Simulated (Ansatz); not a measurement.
Gas-phase electronic energies from Ansatz, PBE0-D4/def2-TZVP geometries. CBS: MP2 limit from def2 TZ/QZ plus the TZ coupled-cluster correction, frozen cores. This one scheme is used for every species. DFT in def2-TZVPP. B3LYP here is the variant with VWN-RPA as its local correlation; programs differ in this. For Ge outer-core shells are correlated without core-valence functions, which leaves a few kJ/mol of doubt a bond. Scalar relativity is left out up to krypton. One conformer a species, not always the lowest.

`C[NH][GeH2][SiH3]` + H₂ → `[SiH3][GeH3]` + CH₃NH₂  (hydrogenolysis of a Ge–N bond)

`C[NH][GeH2][SiH3]`:

Cartesian coordinates in Å:
```
C -1.760 0.215 -0.858
N -1.402 -0.192 0.488
Ge 0.230 0.358 1.152
Si 2.100 -0.362 -0.164
H -1.145 -0.229 -1.655
H -2.804 -0.037 -1.062
H -1.672 1.301 -0.945
H -1.565 -1.180 0.632
H 0.330 -0.201 2.583
H 0.177 1.898 1.190
H 1.949 0.084 -1.576
H 2.189 -1.848 -0.153
H 3.374 0.193 0.369
```

H₂:

Cartesian coordinates in Å:
```
H 0.129 0.246 -0.249
H -0.129 -0.246 0.249
```

`[SiH3][GeH3]`:

Z-matrix (Å, degrees):
```
Si
Ge 1 2.378
H 1 1.487 2 110.1
H 1 1.487 2 110.1 3 -120.0
H 1 1.487 2 110.1 3 120.0
H 2 1.538 1 110.6 3 179.7
H 2 1.538 1 110.6 3 -60.3
H 2 1.538 1 110.6 3 59.7
```

CH₃NH₂:

Cartesian coordinates in Å:
```
C -0.196 -0.259 0.467
N 0.412 0.626 -0.513
H -0.673 -1.160 0.055
H -0.953 0.291 1.030
H 0.563 -0.581 1.183
H -0.277 0.945 -1.181
H 1.125 0.138 -1.040
```

```json
{"level": "r2SCAN-D4", "ΔE (kcal/mol)": "-6.1"}
{"level": "ωB97M-V", "ΔE (kcal/mol)": "-6.9"}
{"level": "PBE", "ΔE (kcal/mol)": "-8.0"}
{"level": "B3LYP", "ΔE (kcal/mol)": "-9.2"}
{"level": "CCSD/def2-TZVPP", "ΔE (kcal/mol)": "-7.1"}
{"level": "SCS-MP2/def2-QZVPP", "ΔE (kcal/mol)": "-5.2"}
{"level": "HF/CBS(def2)", "ΔE (kcal/mol)": "-11.5"}
{"level": "CCSD/CBS(def2)", "ΔE (kcal/mol)": "-7.1"}
```

(1) What does CCSD(T)/CBS give? (An estimate is asked.)

Largest T1 diagnostic among the species: 0.012.

Results:

(1) The calculation gave: -5.8 kcal/mol. The listed levels differ from it by -0.3, -1.1, -2.2, -3.4, -1.3, 0.6, -5.7, -1.3 kcal/mol.

In def2-TZVPP, CCSD(T) changes the Hartree–Fock value by +5.6 kcal/mol (the triples alone add +1.3 kcal/mol) and MP2 by +7.3 kcal/mol. The D4 term adds +3.1 kcal/mol with B3LYP and +1.8 kcal/mol with PBE0; it sums over pairs of atoms, weighted by their polarisabilities, and B3LYP, whose exchange is more repulsive, gets the larger term.
